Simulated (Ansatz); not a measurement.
Born–Oppenheimer molecular dynamics of Cl₃H₂InO (7 atoms, charge 0, multiplicity 1). It starts at the highest image of a converged band, a first-order saddle point between two minima.

Method: RHF/def2-SVP in Ansatz.

```yaml
ensemble: NVE (velocity Verlet)
time_step: 0.5 fs
steps_asked: 200
starting_velocities_drawn_for: 300 K
seed: 12079
```

First frame:

```xyz
7
Properties=species:S:1:pos:R:3
In -0.865 0.100 -0.114
Cl 0.904 -1.968 0.114
Cl -1.934 -0.056 -2.176
Cl -2.054 0.373 1.876
H 1.449 -0.694 0.076
O 1.076 0.730 -0.085
H 1.425 1.516 0.308
```

How far do the bonds stretch over the last three quarters of this one trajectory? (Pairs bonded in most of those frames.)


| bond | mean (Å) | spread (Å) | shortest | longest |
| --- | --- | --- | --- | --- |
| In1–Cl2 | 2.915 | 0.088 | 2.77 | 3.06 |
| In1–Cl3 | 2.343 | 0.008 | 2.33 | 2.35 |
| In1–Cl4 | 2.338 | 0.015 | 2.32 | 2.36 |
| In1–O6 | 1.984 | 0.019 | 1.95 | 2.03 |
| Cl2–H5 | 1.295 | 0.030 | 1.25 | 1.36 |
| O6–H7 | 0.947 | 0.017 | 0.92 | 0.97 |

Mean temperature of the second half: 212 K. The conserved energy stayed within 0.15 meV per atom of its start (net change 0.05 meV per atom), so the integration is sound. A run of 0.1 ps of so small a system gives no equilibrium averages. The orbitals stay closed-shell, which can raise the energy where a bond breaks towards radicals; this wasn't checked here.

Time of the run: 8.8 min on 2 threads of Intel(R) Xeon(R) Platinum 8488C (Sapphire Rapids) (shared host), peak memory 0.26 GiB.
